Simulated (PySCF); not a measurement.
Cluster models of a semiconductor or oxide, Si6H12, framework changed. Gas-phase values, no solvent. One relaxed conformer stands for each flexible species; it need not be the lowest. Strings in code marks are SMILES.

Calculation: ωB97X-D3(BJ)/def2-TZVP // PBE0-D3(BJ)/def2-SVP run with PySCF. Delta-SCF ions had no search for a lower state. Excitations are Tamm–Dancoff values on a coarser integration grid. The basis has no diffuse functions, so Rydberg states are missing or too high.

```
species                                                                    vertical ionisation energy (Delta-SCF) (eV)  S1–T1 gap (TDA) (eV)  HOMO–LUMO gap (eV)  T1 excitation (TDA) (eV)  S1 oscillator strength
-------------------------------------------------------------------------  -------------------------------------------  --------------------  ------------------  ------------------------  ----------------------
a SiH2 unit replaced by SnH2 (`[SiH2]1[SiH2][SiH2][SnH2][SiH2][SiH2]1`)                                           9.23                  0.51                 [?]                      5.56                     [?]
a SiH2 unit replaced by GaH1 (`[SiH2]1[SiH2][SiH2][GaH][SiH2][SiH2]1`)                                            8.89                  0.51                8.64                      3.13                     [?]
a SiH2 unit replaced by OH0 (`[SiH2]1[SiH2][SiH2][SiH2]O[SiH2]1`)                                                 9.55                  0.66                 [?]                      5.28                   0.031
a SiH2 unit replaced by SH0 (`[SiH2]1[SiH2][SiH2]S[SiH2][SiH2]1`)                                                 8.97                  0.51               10.33                      5.12                     [?]
a SiH2 unit replaced by BH2− (`[BH2-]1[SiH2][SiH2][SiH2][SiH2][SiH2]1`)                                              –                     –                   –                         –                       –
a SiH2 unit replaced by SbH2+ (`[SiH2]1[SiH2][SiH2][SbH2+][SiH2][SiH2]1`)                                          [?]                  0.60               10.43                      5.49                   0.011
```

Some entries are withheld; supply them.


- a SiH2 unit replaced by SnH2 (`[SiH2]1[SiH2][SiH2][SnH2][SiH2][SiH2]1`), HOMO–LUMO gap (eV): 10.68
- a SiH2 unit replaced by SnH2 (`[SiH2]1[SiH2][SiH2][SnH2][SiH2][SiH2]1`), S1 oscillator strength: 0.030
- a SiH2 unit replaced by GaH1 (`[SiH2]1[SiH2][SiH2][GaH][SiH2][SiH2]1`), S1 oscillator strength: 0.002
- a SiH2 unit replaced by OH0 (`[SiH2]1[SiH2][SiH2][SiH2]O[SiH2]1`), HOMO–LUMO gap (eV): 10.73
- a SiH2 unit replaced by SH0 (`[SiH2]1[SiH2][SiH2]S[SiH2][SiH2]1`), S1 oscillator strength: 0.001
- a SiH2 unit replaced by SbH2+ (`[SiH2]1[SiH2][SiH2][SbH2+][SiH2][SiH2]1`), vertical ionisation energy (Delta-SCF) (eV): 13.48
